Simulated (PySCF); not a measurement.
Identify the unknown among the candidates.

| technique | computed result |
| --- | --- |
| Rotational structure | rotational constants A, B, C: 6.663, 3.085, 2.318 GHz [GFN2-xTB] |
| 1H NMR | chemical shifts (computed TMS as zero) by class: 4.65 (1 H), 3.90 (3 H), 1.97 (2 H) ppm [GIAO PBE0/pcSseg-1] |
| 13C NMR | chemical shifts (computed TMS as zero) by class: 51.2 (1 C) ppm [GIAO PBE0/pcSseg-1] |
| Dipole | 0.62 D [PBE0/pcSseg-1] |
| NMR, other nuclei | isotropic shieldings of nuclei other than C and H, by class: 286 (2 O), 304 (1 O), 406 (1 Si) ppm [GIAO PBE0/pcSseg-1] |

Electronic properties: PySCF, gas phase, density fitting. Levels stand in brackets. The structure is a single GFN2-xTB conformer in the gas phase; no vibrational or solvent corrections. NMR values are class means; diastereotopic atoms form classes of their own.

**Question.** Which candidate is it?
A. `CO[SiH](O)O`
B. `CO[Si@H](C)O[SiH3]`
C. `O[SiH2]OCC[SiH3]`
D. `C[Si](O)(O)O`

**Answer.** A. It is `CO[SiH](O)O`. Numbering: `[CH3:1][O:2][SiH:3]([OH:4])[OH:5]`. Its formula, CH6O3Si, gives 0 degrees of unsaturation, so no ring and no π bond. The one carbon: methoxy carbon [C1] (51.2 ppm). Hydrogen classes from least to most shielded: 1 H on an oxygen-bound silicon, Si3 (4.65 ppm), 3 H on a methoxy carbon, C1 (3.90 ppm), 2 H on 2 silanol oxygens, O4/O5 (1.97 ppm). The other shieldings belong to: 286 ppm, silanol oxygen [O4/O5]; 304 ppm, silyl ether oxygen [O2]; 406 ppm, oxygen-bound silicon [Si3]. The optimised geometry has point group C1 and is an asymmetric top.

The others, at the same levels:
- `C[Si](O)(O)O` fails: its computed 13C shifts are -1.2 (1 C) ppm, 1H shifts are 1.89 (3 H), -0.06 (3 H) ppm and dipole moment is 1.08 D (against 0.62 D).
- `O[SiH2]OCC[SiH3]` fails: it has 10 hydrogens where the 1H data count 6; its computed 13C shifts are 64.8 (1 C), 17.7 (1 C) ppm, 1H shifts are 5.06 (2 H), 4.11 (2 H), 3.76 (3 H), 1.49 (1 H), 1.21 (2 H) ppm and rotational constant A is 9.687 GHz (against 6.663 GHz).
- `CO[Si@H](C)O[SiH3]` fails: it has 10 hydrogens where the 1H data count 6; its computed 13C shifts are 52.4 (1 C), -0.3 (1 C) ppm, 1H shifts are 5.20 (3 H), 4.91 (1 H), 3.95 (3 H), 0.05 (3 H) ppm and rotational constant A is 2.798 GHz (against 6.663 GHz).

Each candidate is one conformer, not necessarily the lowest. The conformers computed, where there is a choice (atom-mapped SMILES and torsion angles):
- `[CH3:1][O:2][SiH:3]([OH:4])[OH:5]`: C1–O2–Si3–O4 53°, H–O4–Si3–O2 155°, H–O5–Si3–O2 38°
- `[CH3:1][Si:2]([OH:3])([OH:4])[OH:5]`: H–O3–Si2–C1 81°, H–O4–Si2–C1 80°, H–O5–Si2–C1 81°
- `[OH:1][SiH2:2][O:3][CH2:4][CH2:5][SiH3:6]`: O1–Si2–O3–C4 175°, Si2–O3–C4–C5 62°, O3–C4–C5–Si6 176°, H–O1–Si2–O3 -23°
- `[CH3:1][O:2][Si@H:3]([CH3:4])[O:5][SiH3:6]`: C1–O2–Si3–C4 167°, O2–Si3–O5–Si6 65°
